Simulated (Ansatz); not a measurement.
Total energies of Si(vinyl)4 (C8H12Si) from Ansatz at LC-ωPBE/def2-TZVP, gas phase (1 Eh = 27.2114 eV = 2625.5 kJ/mol). The reference geometry is relaxed at r2SCAN-D4/def2-SVP.

```xyz
21

Si    0.052   -0.050   -0.011
C    -1.794   -0.333    0.220
C    -2.715   -0.241   -0.752
H    -2.147   -0.549    1.239
H    -2.440   -0.028   -1.794
H    -3.787   -0.371   -0.556
C     0.640   -0.784   -1.638
C     0.000   -1.717   -2.360
H     1.615   -0.432   -2.009
H    -0.977   -2.112   -2.052
H     0.420   -2.127   -3.287
C     0.989   -0.866    1.401
C     1.138   -0.340    2.628
H     1.408   -1.868    1.224
H     0.747    0.654    2.884
H     1.655   -0.875    3.435
C     0.378    1.802   -0.040
C     1.420    2.429    0.528
H    -0.342    2.413   -0.607
H     2.173    1.883    1.109
H     1.567    3.513    0.438
```

```json
{"state": "charge 0 singlet", "geometry": "reference", "energy (Eh)": "-601.27989"}
{"state": "charge 1 doublet", "geometry": "reference", "energy (Eh)": "-600.92137"}
{"state": "free Si atom (triplet)", "geometry": "–", "energy (Eh)": "-289.26966"}
{"state": "free C atom (triplet)", "geometry": "–", "energy (Eh)": "-37.82224"}
{"state": "free H atom (doublet)", "geometry": "–", "energy (Eh)": "-0.50601"}
```

LC-ωPBE has ω = 0.4 bohr⁻¹.

Task: Work out the vertical ionisation energy to the doublet.

Result: E(charge 1 doublet) − E(charge 0 singlet) = -600.92137 − (-601.27989) = 0.35852 Eh = 9.76 eV. For comparison, −ε of the highest occupied level is 10.27 eV at this level, 0.51 eV more.

Task: What is the binding energy per atom against free atoms?

Result: Atoms: 1 × (-289.26966) + 8 × (-37.82224) + 12 × (-0.50601) = -597.91970 Eh. Binding: -597.91970 − (-601.27989) = 3.36019 Eh = 91.44 eV, or 4.35 eV for each of 21 atoms (no zero-point energy, no counterpoise term).
